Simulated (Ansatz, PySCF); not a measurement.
C4H6ClF, SMILES CC/C(F)=C/Cl. Atoms are numbered in the order given.

```xyz
12

C      2.5631    -0.2905     1.0722
C      1.4889    -1.0542     0.2919
C      0.3290    -0.1850    -0.0816
F      0.6737     0.8716    -0.8290
C     -0.9434    -0.3735     0.2712
Cl    -2.2116     0.6916    -0.2068
H      2.9278     0.5688     0.4899
H      2.1611     0.0894     2.0245
H      3.4209    -0.9427     1.2951
H      1.9216    -1.4612    -0.6388
H      1.1130    -1.9102     0.8726
H     -1.2402    -1.2256     0.8836
```
Charge 0, spin multiplicity 1.

Coordinates come from a ωB97X-D3(BJ)/def2-SVP optimisation. The structure was generated by enumeration; whether it is a known compound was not checked. One conformer was computed; it need not be the lowest.

Two levels are set side by side: PBE-D3(BJ)/def2-SVP (Ansatz, a quantum-chemistry and plane-wave program) and ωB97X-D3(BJ)/def2-SVP (PySCF). Each level has its own optimised geometry; the coordinates shown are those of the second. Frequencies come from the Hessian of PySCF at each geometry. Differences are taken from unrounded values.

| quantity | ωB97X-D3(BJ) |
|---|---|
| mean bond length (Å) | 1.275 |
| bond C1–C2 (Å) | 1.532 |
| bond C2–C3 (Å) | 1.497 |
| bond C3–F4 (Å) | 1.339 |
| bond C3–C5 (Å) | 1.334 |
| bond C5–Cl6 (Å) | 1.724 |
| bond C1–H7 (Å) | 1.100 |
| bond C1–H8 (Å) | 1.101 |
| bond C1–H9 (Å) | 1.100 |
| bond C2–H10 (Å) | 1.104 |
| bond C2–H11 (Å) | 1.101 |
| bond C5–H12 (Å) | 1.090 |
| highest harmonic wavenumber (cm⁻¹) | 3269 |
| mean harmonic wavenumber (cm⁻¹) | 1364 |
| zero-point energy (kcal/mol) | 58.49 |

Question: What does PBE-D3(BJ) give, and how far is it from ωB97X-D3(BJ)? (The exact figures need the calculation; the answer reports its results.)

Answer: 
```tsv
quantity	PBE-D3(BJ)	PBE-D3(BJ) minus ωB97X-D3(BJ)
mean bond length (Å)	1.282	0.007
bond C1–C2 (Å)	1.535	0.004
bond C2–C3 (Å)	1.496	-0.001
bond C3–F4 (Å)	1.348	0.009
bond C3–C5 (Å)	1.348	0.015
bond C5–Cl6 (Å)	1.730	0.006
bond C1–H7 (Å)	1.108	0.007
bond C1–H8 (Å)	1.108	0.007
bond C1–H9 (Å)	1.108	0.007
bond C2–H10 (Å)	1.113	0.009
bond C2–H11 (Å)	1.109	0.008
bond C5–H12 (Å)	1.098	0.008
highest harmonic wavenumber (cm⁻¹)	3162	-106
mean harmonic wavenumber (cm⁻¹)	1309	-55
zero-point energy (kcal/mol)	56.13	-2.36
```

GGA bonds tend to be longer and softer than those of functionals with exact exchange. Differences between two approximate levels are no errors against the true value.
